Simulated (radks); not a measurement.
Question: The mean radii <r> (bohr) of the occupied orbitals of an atom or ion are listed with their occupations. All-electron calculation, Dirac Kohn-Sham, PBE, spin-unpolarised, spherical densities, finite nucleus; Fermi nuclear charge, rms radius of each element as measured or else 0.836 A^(1/3) + 0.57 fm. Program: a radial shooting solver on a logarithmic mesh with Libxc functionals.

| orbital | occ. | <r> |
|---|---|---|
| 1s1/2 | 2 | 0.02001 |
| 2s1/2 | 2 | 0.08430 |
| 2p1/2 | 2 | 0.07008 |
| 2p3/2 | 4 | 0.07746 |
| 3s1/2 | 2 | 0.2205 |
| 3p1/2 | 2 | 0.2103 |
| 3p3/2 | 4 | 0.2241 |
| 3d3/2 | 4 | 0.1973 |
| 3d5/2 | 6 | 0.2016 |
| 4s1/2 | 2 | 0.4978 |
| 4p1/2 | 2 | 0.5062 |
| 4p3/2 | 4 | 0.5381 |
| 4d3/2 | 4 | 0.5652 |
| 4d5/2 | 6 | 0.5766 |
| 5s1/2 | 2 | 1.231 |
| 5p1/2 | 2 | 1.389 |
| 5p3/2 | 4 | 1.502 |
| 4f5/2 | 5.57143 | 0.7921 |
| 4f7/2 | 7.42857 | 0.8134 |
| 6p1/2 | 0.333333 | 4.453 |
| 6p3/2 | 0.666667 | 4.719 |

Name the element and its charge. Open shells, if any, are shared by 2j + 1.

Answer: Z = 69, thulium, charge +1: Tm+ in [Xe] 4f13 6p1. The 1s radius gives Z: for a bare nucleus <r> = (2 gamma + 1)/(2Z) with gamma = sqrt(1 - (Z/c)^2), 0.01977 bohr for Z = 69, and screening makes it slightly larger (0.02001 here). The occupations add up to 68, and the charge is Z minus that.
